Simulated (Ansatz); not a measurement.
Computed with Ansatz on PBE0-D4/def2-TZVP structures; ΔE is electronic, products minus reactants. CBS: MP2 limit from def2 TZ/QZ plus the TZ coupled-cluster correction, frozen cores. Functionals use def2-TZVPP. Elements past krypton have def2 core potentials. For Sn outer-core shells are correlated without core-valence functions, which leaves a few kJ/mol of doubt a bond. Each species was taken in one conformer, which may not be the lowest.

Reaction (ligand exchange at a B–C bond): `B[CH2][SnH2][CH3]` + `CC(N)O` → `BNC(C)O` + `[CH3][SnH2][CH3]`

`B[CH2][SnH2][CH3]`:

Cartesian coordinates in Å:
```
B 2.017 0.067 0.700
C 0.668 0.065 1.380
Sn -0.416 0.750 -0.424
C -1.665 -0.865 -1.048
H 2.379 -0.886 0.065
H 2.703 1.051 0.701
H 0.180 -0.886 1.595
H 0.443 0.825 2.128
H 0.649 1.200 -1.684
H -1.320 2.119 0.053
H -2.361 -1.125 -0.250
H -2.230 -0.584 -1.937
H -1.046 -1.732 -1.279
```

`CC(N)O`:

```xyz
11

C    -0.719   -0.714   -0.796
C     0.183   -0.181    0.292
N    -0.328    1.059    0.802
O     1.484   -0.097   -0.283
H    -0.335   -1.661   -1.177
H    -1.728   -0.858   -0.411
H    -0.756   -0.004   -1.626
H     0.206   -0.887    1.134
H    -0.325    1.768    0.078
H     0.216    1.401    1.584
H     2.101    0.172    0.403
```

`BNC(C)O`:

Z-matrix (Å, degrees):
```
C
N 1 1.444
O 1 1.409 2 111.0
C 1 1.510 2 112.2 3 119.3
H 1 1.097 2 106.1 3 -120.3
B 2 1.386 1 126.6 3 115.1
H 2 1.011 1 112.9 3 -64.3
H 3 0.962 1 107.8 2 -56.9
H 4 1.090 1 110.1 2 -179.5
H 4 1.090 1 110.3 2 59.9
H 4 1.093 1 110.0 2 -60.4
H 6 1.196 2 119.2 1 -179.7
H 6 1.198 2 118.6 1 0.1
```

`[CH3][SnH2][CH3]`:

Cartesian coordinates in Å:
```
C -0.731 -1.430 -0.810
Sn -0.372 0.001 0.743
C 1.089 1.429 0.095
H -1.473 -2.161 -0.488
H 0.194 -1.952 -1.056
H -1.099 -0.925 -1.704
H 0.192 -0.803 2.148
H -1.834 0.809 1.131
H 2.023 0.921 -0.148
H 0.731 1.952 -0.792
H 1.280 2.159 0.881
```

```tsv
level	ΔE (kcal/mol)
PBE0-D4	-27.5
B2PLYP	-29.0
PBE	-27.6
HF/def2-TZVPP	-30.1
MP2/def2-TZVPP	-27.7
SCS-MP2/def2-TZVPP	-28.4
CCSD(T)/def2-TZVPP	-28.1
SCS-MP2/def2-QZVPP	-27.9
```

Q: What does CCSD(T)/CBS give? (Best estimate.)

A: Computed: -27.3 kcal/mol. The listed levels differ from it by -0.2, -1.7, -0.3, -2.8, -0.4, -1.1, -0.8, -0.6 kcal/mol.

Largest T1 diagnostic among the species: 0.012.

In def2-TZVPP, CCSD(T) changes the Hartree–Fock value by +2.0 kcal/mol (the triples alone add +0.3 kcal/mol) and MP2 by +2.4 kcal/mol.
